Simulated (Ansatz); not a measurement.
`CB[SiH2]N` and `CB[SiH2]BC` differ in one atom or group.

Ansatz, PBE0-D4/def2-TZVP geometries, multiplicity 1. Each molecule was computed in one conformer, which needn't be the lowest.

```tsv
property	`CB[SiH2]N`
HOMO–LUMO gap (B3LYP/def2-TZVPP) / eV	5.00
size of the dipole moment (B3LYP/def2-TZVPP) / D	0.82
HOMO energy (PBE/def2-TZVPP) / eV	-5.72
HOMO energy (ωB97M-V/def2-TZVPP) / eV	-9.40
LUMO energy (PBE/def2-TZVPP) / eV	-2.66
HOMO–LUMO gap (PBE0/def2-TZVPP) / eV	5.41
```

Q: Give the same properties after the change, and the shifts. (Best estimate.)

A: Computed: 
```tsv
property	`CB[SiH2]BC`	shift
HOMO–LUMO gap (B3LYP/def2-TZVPP) / eV	4.67	-0.33
size of the dipole moment (B3LYP/def2-TZVPP) / D	0.70	-0.12
HOMO energy (PBE/def2-TZVPP) / eV	-6.16	-0.44
HOMO energy (ωB97M-V/def2-TZVPP) / eV	-9.37	0.03
LUMO energy (PBE/def2-TZVPP) / eV	-3.16	-0.50
HOMO–LUMO gap (PBE0/def2-TZVPP) / eV	5.02	-0.39
```

With PBE0 the HOMO falls by 0.18 eV and the LUMO falls by 0.57 eV, so the gap narrows by about 0.39 eV. PBE moves the HOMO by -0.44 eV and ωB97M-V by 0.03 eV. Dipoles are sizes alone; their direction can turn.

B3LYP here is the variant with VWN-RPA as its local correlation; programs differ in this.
